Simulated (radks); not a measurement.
Results of a calculation; reference values are marked as such.
Question: The table gives one normalised radial function P(r) = r R(r) of Ba15+ in [Kr] 4d5 (r in bohr). Level of theory: scalar-relativistic Kohn-Sham, LB94 model potential, spin-polarised, spherical densities, finite nucleus; open shells are filled with parallel spins first (spin-orbit coupling, left out, can overturn this in heavy ions); Fermi nuclear charge, rms radius 4.8378 fm (a radial shooting solver on a logarithmic mesh with Libxc functionals).

r	P
0.00134	0.0000
0.001745	0.0000
0.002272	0.0000
0.002958	0.0001
0.003852	0.0002
0.005016	0.0004
0.006531	0.0009
0.008505	0.0019
0.01116	0.0040
0.01454	0.0081
0.01893	0.0162
0.02465	0.0317
0.03209	0.0603
0.04179	0.1108
0.05441	0.1940
0.07085	0.3194
0.09226	0.4849
0.1211	0.6651
0.1577	0.7736
0.2053	0.7064
0.2674	0.3694
0.3482	-0.2251
0.4533	-0.8804
0.5903	-1.2856
0.7686	-1.2470
1.001	-0.8464
1.314	-0.3720
1.711	-0.1004
2.228	-0.0142
2.9	-0.0009
3.777	0.0000

Which n and l does it have? It may be an empty orbital.

Answer: n = 4, l = 2: the number of nodes gives n - l - 1 = 1, the rise at small r (about r^(l+1), flatter next to the nucleus through relativity) gives l, and the extent must fit the shell. The curve is that of 4d down; the table hardly tells the two spins apart. 4d down (empty): eigenvalue -387.44 eV, 1 radial node at r = 0.318 bohr, <r> = 0.717 bohr, 90 % of the charge inside 1.06 bohr.
